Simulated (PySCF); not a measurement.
H3Cl3Si2, singlet, geometry from GFN2-xTB. Base run: CAMB3LYP/6-31G, polarisability run with PySCF.

Here is a job for PySCF.
```python
from pyscf import gto, scf, dft
from pyscf.prop import polarizability

mol = gto.Mole()
mol.atom = '''
    Si    2.271478   -0.403428    0.078667
    Si   -0.017524    0.003112   -0.000607
    Cl   -0.964624   -1.153414   -1.380321
    Cl   -0.447686    1.932852   -0.479384
    Cl   -0.933601   -0.362790    1.778461
    H     2.531236   -1.801280    0.425990
    H     2.908260    0.449660    1.083080
    H     2.885634   -0.126974   -1.220749
'''
mol.basis = '6-31g'
mol.charge = 0
mol.spin = 0
mol.verbose = 4
mol.build()

mf = dft.RKS(mol)
mf.xc = 'camb3lyp'
mf.kernel()
alpha = mf.Polarizability().polarizability()[2, 2]
print('alpha_zz =', alpha)
```

Each row names what was changed in the base input (with any setting that the change needs).

| change | alpha_zz (bohr³) | basis functions | core-seconds (rough) |
|---|---|---|---|
| base | 67.80 | 71 | 80 |
| functional = pbe | 71.43 | 71 | 20 |
| finite field (a.u.) = 0.001; conv_tol = 1e-11 | 67.80 | 71 | 90 |
| finite field (a.u.) = 0.005; conv_tol = 1e-11 | 67.80 | 71 | 100 |
| functional = lda,vwn | 72.19 | 71 | 10 |
| finite field (a.u.) = 0.05; conv_tol = 1e-11 | 68.26 | 71 | 100 |
| basis = def2-SVP | 69.21 | 105 | 80 |
| basis = STO-3G | 35.64 | 48 | 20 |
| finite field (a.u.) = 0.001; conv_tol = 1e-6 | 67.80 | 71 | 60 |
| basis = 6-31G* | 69.47 | 96 | 100 |
| functional = pbe0 | 69.19 | 71 | 20 |
| finite field (a.u.) = 2e-4; conv_tol = 1e-11 | 67.80 | 71 | 90 |

Finite-field rows take the second difference of the energy in a field along z; a small field with loose convergence shows SCF noise divided by the square of the field, and a large one adds hyperpolarisability.
